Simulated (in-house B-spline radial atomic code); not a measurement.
## Response and correlation of Ru XXXV (Ru34+)

Closed shell [He] 2s2 2p6. Computed with an all-electron radial atomic-structure program (B-spline basis): Dirac-Hartree-Fock, relativistic RPA (time-dependent Dirac-Hartree-Fock) for the response and second-order many-body perturbation theory for correlation, no-pair Dirac-Coulomb Hamiltonian, finite nucleus.

Command:
```bash
python run_mb.py task.json out
```
Settings (nuclear radius in fm, box in bohr, cutoff in hartree):
```
basis_form          2
Z                   44
core_configuration  [He] 2s2 2p6
rms_radius          4.4809
mass_number         102
speed_of_light      137.036
box_radius          2.618
lmax                7
intervals           57
virtual_cutoff      48400.0
```

Cost of the run: 2.7 s on 1 thread of AMD EPYC 7571, on a shared host.

| multipole (bohr³, bohr⁵, bohr⁷) | uncoupled | coupled RPA |
| --- | --- | --- |
| dipole | 0.00047601 | 0.00047871 |
| quadrupole | 1.4109e-05 | 1.4536e-05 |
| octupole | 6.3634e-07 | ? |

Problem. What is the coupled octupole polarisability?

Solution. 6.5538e-07 atomic units, +3 % against the uncoupled value.

Problem. Which subshells carry the dipole polarisability?

Solution. 2p3/2 59.5 %, 2p1/2 26.2 %, 2s1/2 14.2 %.

Problem. What does the dipole shielding factor come to?

Solution. The dipole shielding factor is 0.227, against the exact N/Z = 10/44 = 0.227 of the non-relativistic theorem.

Dipole polarisability at imaginary frequency:

| u (Eh) | α(iu) (bohr³) |
| --- | --- |
| 0 | 0.0004787 |
| 4.14 | 0.0004781 |
| 10.4 | 0.0004749 |
| 20.7 | 0.0004641 |
| 31.1 | 0.000447 |
| 41.4 | 0.0004254 |
| 62.1 | 0.0003745 |
| 82.8 | 0.0003218 |
| 104 | 0.0002725 |
| 145 | 0.0001973 |
| 207 | 0.0001262 |
| 311 | 6.842e-05 |
| 414 | 4.249e-05 |
| 621 | 2.075e-05 |
| 1040 | 8.01e-06 |
| 2070 | 2.157e-06 |

Problem. What dispersion coefficients follow for two such ions (the dispersion part alone)?

Solution. C6 = (3/π)∫α(iu)²du = 2.084e-05 hartree·bohr⁶ and C8 = 3.323e-06 hartree·bohr⁸.

Lowest J = 1 odd-parity excitations:

```
energy (eV)  oscillator strength  leading channel  weight
       2656                0.132     2p3/2 → s1/2   0.998
     2790.5               0.0899     2p1/2 → s1/2   0.995
     2842.5             0.000564     2p3/2 → d3/2   0.868
       2876                 1.91     2p3/2 → d5/2    0.85
     2997.7                 1.57     2p1/2 → d3/2   0.979
       3099                0.112     2s1/2 → p1/2   0.988
       3136                0.314     2s1/2 → p3/2   0.993
     3615.2               0.0237     2p3/2 → s1/2   0.999
```

Second-order correlation energy by the highest angular momentum of the excited pair (hartree): s -0.0197, p -0.1352, d -0.1833, f -0.04955, g -0.01914, h -0.007194, i -0.003279, k -0.001695.

Problem. What is the second-order correlation energy at the partial-wave limit?

Solution. The listed waves sum to -0.41902 hartree; extrapolating the increments as (l + 1/2)⁻⁴ gives -0.42248 hartree, -1.15 eV per electron.
